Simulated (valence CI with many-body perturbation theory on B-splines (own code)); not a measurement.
# How close is CI+MBPT for Ti II?

Calculated by configuration interaction combined with many-body perturbation theory (CI+MBPT): three valence electrons over a frozen Dirac-Fock core [Ar], radial functions for each j: 9 s, 9 p, 10 d, 8 f, 5 g, 3 h, 1 i, with the one-electron correlation potential Σ1, the two-electron term Σ2, the three-electron term Σ3, Breit, model QED; selected CI, second order for the rest (own B-spline code, finite nucleus).

Set against measurement, 52 paired levels are off by 273 cm⁻¹ on average, the worst by 1006. These come from a selection out of the NIST Handbook of Basic Atomic Spectroscopic Data. Levels without a partner in it may be off by more, other configurations by 1,000 to 4,000 cm⁻¹.

Measured levels: NIST Handbook of Basic Atomic Spectroscopic Data (Sansonetti and Martin, J. Phys. Chem. Ref. Data 34, 1559 (2005)). Pairs share parity and J, and are chosen by configuration, term and nearness in energy; levels without a clear partner are left out. Energies in cm⁻¹ above the measured ground level. The last column is blank where CI alone has no clear partner.

Names give the largest LS component (configuration and term), which can be under half, so a name can repeat, a term be missing and a line seem to break the LS rules; names also repeat where a configuration has a term twice. Letters in brackets count levels of one name in rising energy.

| Computed label | Label in the source | Measured | Computed | Difference | CI alone, difference |
| --- | --- | --- | --- | --- | --- |
| 3d2.4s 4F_3/2 | 3d2(3F) 4s a 4F | 0 | 0.0 | 0 | 0 |
| 3d2.4s 4F_5/2 | 3d2(3F) 4s a 4F | 94.1 | 93.8 | 0 | -20 |
| 3d2.4s 4F_7/2 | 3d2(3F) 4s a 4F | 225.7 | 224.8 | -1 | -46 |
| 3d2.4s 4F_9/2 | 3d2(3F) 4s a 4F | 393.4 | 392.0 | -1 | -79 |
| 3d3 4F_3/2 | 3d3 b 4F | 908.0 | 935.3 | +27 | +13007 |
| 3d3 4F_5/2 | 3d3 b 4F | 983.9 | 1010.7 | +27 | +12988 |
| 3d3 4F_7/2 | 3d3 b 4F | 1087.3 | 1113.7 | +26 | +12979 |
| 3d3 4F_9/2 | 3d3 b 4F | 1215.8 | 1241.0 | +25 | +12954 |
| 3d2.4s 2F_5/2 | 3d2(3F) 4s a 2F | 4628.6 | 4642.1 | +14 | -469 |
| 3d2.4s 2F_7/2 | 3d2(3F) 4s a 2F | 4897.6 | 4910.0 | +12 | -518 |
| 3d2.4s 2D_3/2 | 3d2(1D) 4s a 2D | 8710.4 | 8735.9 | +25 |  |
| 3d2.4s 2D_5/2 | 3d2(1D) 4s a 2D | 8744.2 | 8783.6 | +39 |  |
| 3d3 2G_7/2 | 3d3 a 2G | 8997.7 | 8913.8 | -84 |  |
| 3d3 2G_9/2 | 3d3 a 2G | 9118.3 | 9032.1 | -86 |  |
| 3d3 4P_1/2 | 3d3 a 4P | 9363.6 | 9481.8 | +118 |  |
| 3d3 4P_3/2 | 3d3 a 4P | 9395.7 | 9504.7 | +109 |  |
| 3d3 4P_5/2 | 3d3 a 4P | 9518.1 | 9663.0 | +145 | +12317 |
| 3d3 2P_1/2 | 3d3 a 2P | 9850.9 | 9699.8 | -151 |  |
| 3d2.4s 4P_1/2 | 3d2(3P) 4s b 4P | 9872.7 | 10155.9 | +283 | +26 |
| 3d2.4s 4P_3/2 | 3d2(3P) 4s b 4P | 9930.7 | 10213.7 | +283 | +15 |
| 3d3 2P_3/2 | 3d3 a 2P | 9975.9 | 9837.5 | -138 |  |
| 3d2.4s 4P_5/2 | 3d2(3P) 4s b 4P | 10024.7 | 10305.4 | +281 | -4 |
| 3d3 2D_3/2 [a] | 3d3 b 2D | 12628.7 | 13265.9 | +637 |  |
| 3d3 2H_9/2 | 3d3 a 2H | 12677.0 | 12455.0 | -222 | +11620 |
| 3d3 2D_5/2 [a] | 3d3 b 2D | 12758.1 | 13386.9 | +629 |  |
| 3d3 2H_11/2 | 3d3 a 2H | 12774.7 | 12552.1 | -223 | +11604 |
| 3d2.4s 2G_9/2 | 3d2(1G) 4s b 2G | 15257.4 | 15373.5 | +116 |  |
| 3d2.4s 2G_7/2 | 3d2(1G) 4s b 2G | 15265.6 | 15380.3 | +115 |  |
| 3d2.4s 2P_1/2 | 3d2(3P) 4s b 2P | 16515.9 | 17503.1 | +987 |  |
| 3d2.4s 2P_3/2 | 3d2(3P) 4s b 2P | 16625.1 | 17614.4 | +989 |  |
| 3d3 2F_7/2 | 3d3 b 2F | 20891.7 | 21051.3 | +160 | +11013 |
| 3d3 2F_5/2 | 3d3 b 2F | 20951.6 | 21109.1 | +157 | +10932 |
| 3d.4s2 2D_3/2 | 3d 4s2 c 2D | 24961.0 | 24806.9 | -154 |  |
| 3d.4s2 2D_5/2 | 3d 4s2 c 2D | 25192.8 | 25055.2 | -138 |  |
| 3d2.4p 4G°_5/2 | 3d2(3F) 4p z 4G° | 29544.4 | 29197.0 | -347 | -2704 |
| 3d2.4p 4G°_7/2 | 3d2(3F) 4p z 4G° | 29734.5 | 29384.3 | -350 | -2727 |
| 3d2.4p 4G°_9/2 | 3d2(3F) 4p z 4G° | 29968.3 | 29615.1 | -353 | -2756 |
| 3d2.4p 4G°_11/2 | 3d2(3F) 4p z 4G° | 30240.9 | 29884.1 | -357 | -2792 |
| 3d2.4p 4F°_3/2 | 3d2(3F) 4p z 4F° | 30836.3 | 30448.3 | -388 | -2638 |
| 3d2.4p 4F°_5/2 | 3d2(3F) 4p z 4F° | 30958.5 | 30569.1 | -389 | -2630 |
| 3d2.4p 4F°_7/2 | 3d2(3F) 4p z 4F° | 31113.7 | 30723.1 | -391 |  |
| 3d2.4p 2F°_5/2 [a] | 3d2(3F) 4p z 2F° | 31207.4 | 30822.0 | -385 | -3170 |
| 3d2.4p 4F°_9/2 | 3d2(3F) 4p z 4F° | 31301.0 | 30910.6 | -390 | -2642 |
| 3d2.4p 2F°_7/2 [a] | 3d2(3F) 4p z 2F° | 31490.8 | 31104.2 | -387 |  |
| 3d2.4p 2D°_3/2 [a] | 3d2(3F) 4p z 2D° | 31756.5 | 31371.5 | -385 | -3324 |
| 3d2.4s 2S_1/2 | 3d2(1S) 4s a 2S | 31787.8 | 32794.0 | +1006 | -3302 |
| 3d2.4p 2D°_5/2 [a] | 3d2(3F) 4p z 2D° | 32025.5 | 31640.9 | -385 | -3389 |
| 3d2.4p 4D°_1/2 [a] | 3d2(3F) 4p z 4D° | 32532.2 | 32181.6 | -351 |  |
| 3d2.4p 4D°_3/2 [a] | 3d2(3F) 4p z 4D° | 32602.5 | 32251.1 | -351 |  |
| 3d2.4p 4D°_5/2 [a] | 3d2(3F) 4p z 4D° | 32698.0 | 32346.2 | -352 | -3542 |
| 3d2.4p 4D°_7/2 [a] | 3d2(3F) 4p z 4D° | 32767.1 | 32419.6 | -347 | -3531 |
| 3d2.4p 2G°_7/2 | 3d2(3F) 4p z 2G° | 34543.3 | 34101.9 | -441 | -1960 |
| 3d2.4p 2G°_9/2 | 3d2(3F) 4p z 2G° | 34748.4 | 34308.9 | -440 | -2004 |

Over 52 excited levels the mean absolute difference is 273 cm⁻¹, the median 252 and the largest 1006. For the 32 levels that pair on every rung the mean is CI alone 4803, + Σ1 2998, + Σ2 312, + Σ3 257, + Breit 253, + QED 256. The comparison draws on a selection of the measured levels: 53 of the 67 computed ones have a partner in it, and others may be off by more.

Rates against NIST Handbook of Basic Atomic Spectroscopic Data (Sansonetti and Martin, J. Phys. Chem. Ref. Data 34, 1559 (2005)):

| λ vac, measured (nm) | Upper | Lower | A computed (s⁻¹) | A tabulated (s⁻¹) |
| --- | --- | --- | --- | --- |
| 307.96 | 3d2.4p 4D°_5/2 [a] | 3d2.4s 4F_7/2 | 1.35e+08 | 1.34e+08 |
| 308.89 | 3d2.4p 4D°_7/2 [a] | 3d2.4s 4F_9/2 | 1.53e+08 | 1.50e+08 |
| 323.55 | 3d2.4p 4F°_9/2 | 3d2.4s 4F_9/2 | 1.70e+08 | 1.71e+08 |
| 323.75 | 3d2.4p 4F°_7/2 | 3d2.4s 4F_7/2 | 1.36e+08 | 1.37e+08 |
| 324.00 | 3d2.4p 4F°_5/2 | 3d2.4s 4F_5/2 | 1.21e+08 | 1.26e+08 |
| 335.04 | 3d2.4p 4G°_11/2 | 3d2.4s 4F_9/2 | 1.69e+08 | 1.68e+08 |
| 336.22 | 3d2.4p 4G°_9/2 | 3d2.4s 4F_7/2 | 1.49e+08 | 1.58e+08 |
| 337.38 | 3d2.4p 4G°_7/2 | 3d2.4s 4F_5/2 | 1.37e+08 | 1.41e+08 |
| 338.47 | 3d2.4p 4G°_5/2 | 3d2.4s 4F_3/2 | 1.35e+08 | 1.39e+08 |
| 376.04 | 3d2.4p 2F°_7/2 [a] | 3d2.4s 2F_7/2 | 1.07e+08 | 9.40e+07 |
| 376.24 | 3d2.4p 2F°_5/2 [a] | 3d2.4s 2F_5/2 | 1.11e+08 | 9.90e+07 |
